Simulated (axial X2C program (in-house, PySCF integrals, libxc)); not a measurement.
What spin–orbit coupling does to BeS⁻

All values were computed with an in-house all-electron X2C program for linear molecules (integrals from PySCF). Spin-free means the one-electron spin-free X2C Hamiltonian; two-component (2c) means X2C with spin–orbit coupling and atomic mean-field two-electron Coulomb and Gaunt terms, so the difference of the two also holds small scalar two-electron terms. Basis: S dyall-av3z [9s8p3d2f], Be dyall-av3z [9s9p4d2f] (cores contracted in-house); Gaussian nuclei, density fitting, unrestricted open shells. Masses: S 31.972 u, Be 9.012 u.

Spin-free state: M_S = 1/2, Λ = 0 (beyond evenly filled blocks: σα); fragments S- + Be.

```
  level  Re (Å)  ωe (cm⁻¹)  De (eV)  μ (D)
   PBE0   1.809      897.6    3.853  -1.27
     HF   1.811      918.6    3.054  -0.59
    MP2   1.819      894.6    3.887    n/a
   CCSD   1.814      901.6    3.327    n/a
CCSD(T)   1.820      887.6    3.475    n/a
   BLYP   1.823      856.6    3.612  -1.49
```

Correlated methods: 9 electrons correlated (number of frozen shells: S 2 s, 1 p; Be 1 s), 207 virtual spin orbitals or spinors in MP2, 89 natural virtuals in coupled cluster.

Dipoles are positive if Be is the positive end and refer to the centre of mass.

Two-component determinant lowest at the distance of the search:

Ω = 1/2 (⟨Sz⟩ = 0.50, ⟨Lz⟩ = 0.00 at HF); fragments S- + Be.

```
  level  Re (Å)  ωe (cm⁻¹)  De (eV)  μ (D)
   PBE0   1.809      897.4    3.852  -1.27
     HF   1.811      918.5      n/a  -0.59
    MP2   1.819      894.5    3.868    n/a
   CCSD   1.814      901.5    3.316    n/a
CCSD(T)   1.820      887.4    3.456    n/a
   BLYP   1.823      856.4    3.611  -1.49
```

(1) From the two tables, how do the constants change at the CCSD(T) level (2c against spin-free)?

The state is a single determinant with fixed occupations, the lowest that a limited PBE0 search found. De is counted from the lowest determinant-based energies of the atoms at the same level, without counterpoise correction. De is not given where an atomic determinant may have missed its ground term or J level, or where the truncated virtual space spoils (T). Density functionals use the spin component along the axis (collinear). CCSD and (T) use frozen natural virtuals with an MP2 correction for the truncation; (T) itself is uncorrected, so its De runs slightly low. In 2c an atomic determinant is not the ground J level, so De misses part of the atomic spin–orbit lowering. This holds for PBE0, BLYP. The functionals have no current-density term, which raises determinants with orbital currents, atoms included. The highest occupied level of some functionals is positive through self-interaction error; at Hartree–Fock it is bound. Hartree–Fock gets electron affinities wrong, so its lowest charge split need not be the true one.

Results:

(1) At the CCSD(T) level Re is unchanged within 0.001 Å and ωe stays the same within 0.2 cm⁻¹; De changes by -0.019 eV.
